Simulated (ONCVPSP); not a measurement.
## boron: one change to an ONCV potential, before and after

```json
{"Element": "boron", "Generator": "ONCVPSP 4.0.1", "Type": "optimised norm-conserving Vanderbilt (ONCV)", "Functional": "LDA (Perdew-Wang 92)", "Relativity": "scalar-relativistic", "Frozen core": "[He]", "Valence charge": "3", "Reference configuration": "2s2 (charge +1)", "Partial waves": "2s: rc 1.50 bohr, ncon 4, nbas 9, qcut 3.5 1/bohr, 2 projectors, debl 1.7 Ha; p scattering state at 0.06 Ha: rc 1.60 bohr, ncon 4, nbas 7, qcut 4.5 1/bohr, 2 projectors, debl 2.6 Ha; d scattering state at 0.29 Ha: rc 1.45 bohr, ncon 3, nbas 8, qcut 6.9 1/bohr, 1 projector", "Local potential": "polynomial inside 1.35 bohr (lpopt 2, dvloc0 0 Ha)", "Core correction": "none"}
```

In the p channel the program set the typed energies aside and used 0.050, 2.650 Ha.

Change: all radii scaled by about 1.35 (s 2.02, p 2.16, d 1.96 bohr); local potential polynomial inside 1.82 bohr (lpopt 2, dvloc0 0 Ha). In the p channel the program set the typed energies aside and used -0.494, 2.106 Ha.

Cutoffs: the cutoffs (Ha) at which the residual kinetic energy of the hardest occupied pseudo-wave falls to 1 and 0.1 mHa per electron; they do not see the model core or the augmentation charge, which bear on the density cutoff. Errors are all-electron minus pseudo energies relative to the spin-unpolarised reference configuration.

Problem. Predict the effect on cutoff, ghosts and configuration errors.

Solution. The potential gets softer (33 Ha and 99 Ha → 5.1 Ha and 31 Ha); of the 4 tests that both files solve, the error grows in 2 and shrinks in 2 by more than 15 % and 0.3 meV (median size 23.7 → 16.8 meV); neither file shows a bound ghost. A larger radius leaves more room for a smooth pseudo-wave, so fewer plane waves are needed.

```csv
quantity,base,changed
"cutoff, loose",33 Ha,5.1 Ha
"cutoff, tight",99 Ha,31 Ha
bound ghosts,none,none
GHOST(+) flags under 300 eV,none,none
"error for 2s2 2p1, meV [ΔE -8.32 eV]",+31,+58
"error for 2s1, meV [ΔE 25.30 eV]",+36,-2.6
"error for 2s2 2p0.5, meV [ΔE -5.38 eV]",+13,+22
"error for 2s1 2p1, meV [ΔE 5.96 eV]",+16,+11
```

Changed file: The cutoffs count occupied waves only; projector 2 of the p channel, the hardest unoccupied one, needs 30 Ha at the loose tolerance.
